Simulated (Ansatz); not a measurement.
Consider the ligand exchange at the Si–C bond: `O=C([SiH3])S[SiH3]` + `OBS` → `[SiH3]OBS` + `O=CS[SiH3]`.

Gas-phase electronic energies from Ansatz, PBE0-D4/def2-TZVP geometries. CCSD(T)/CBS adds triple-zeta CCSD(T) − MP2 to the extrapolated MP2 energy (def2 sets, frozen cores). Each species was taken in one conformer, which may not be the lowest.

```
             species  CCSD/def2-TZVPP energy (Eh)
`O=C([SiH3])S[SiH3]`                  -1092.57612
               `OBS`                   -499.50867
         `[SiH3]OBS`                   -789.78990
        `O=CS[SiH3]`                   -802.33243
```

(1) Work out ΔE.

Largest T1 diagnostic among the species: 0.017.

## Answers

(1) ΔE = (-789.78990) + (-802.33243) − (-1092.57612) − (-499.50867) = -0.03754 Eh = -1.02 eV. CCSD(T)/CBS gives -0.97 eV.

From PBE to PBE0 (25 % exact exchange), in def2-TZVPP and without D4, ΔE moves by −0.09 eV. In def2-TZVPP, CCSD(T) changes the Hartree–Fock value by +0.26 eV (the triples alone add +0.05 eV) and MP2 by +0.24 eV.
